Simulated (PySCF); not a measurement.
C3H7Ga, SMILES C=C[CH2][GaH2].

Geometry: B3LYP-D3(BJ)/def2-SVP. The structure was generated by enumeration; whether it is a known compound was not checked. One conformer was computed; it need not be the lowest.

Two levels are set side by side: PBE/def2-TZVP (PySCF) and CAM-B3LYP/def2-TZVP (PySCF). Same geometry, gas phase. Differences are taken from unrounded values.

| quantity | CAM-B3LYP | PBE | PBE minus CAM-B3LYP |
|---|---|---|---|
| orbital gap (eV) | 7.81 | 3.86 | -3.96 |
| highest occupied level (eV) | -7.98 | -5.76 | 2.23 |
| lowest empty level (eV) | -0.17 | -1.90 | -1.73 |
| dipole moment (D) | 0.75 | 0.83 | 0.08 |
| mean polarisability (bohr³) | 68.0 | 71.1 | 3.2 |

PBE's occupied levels lie high since its potential decays too fast outside the molecule; exact exchange lowers them and widens the gap. Loosely held outer electrons make PBE densities more polarisable. Differences between two approximate levels are no errors against the true value.

Rough cost on one machine, each run with all the roots and properties that it gave: CAM-B3LYP against PBE within a factor of 2.
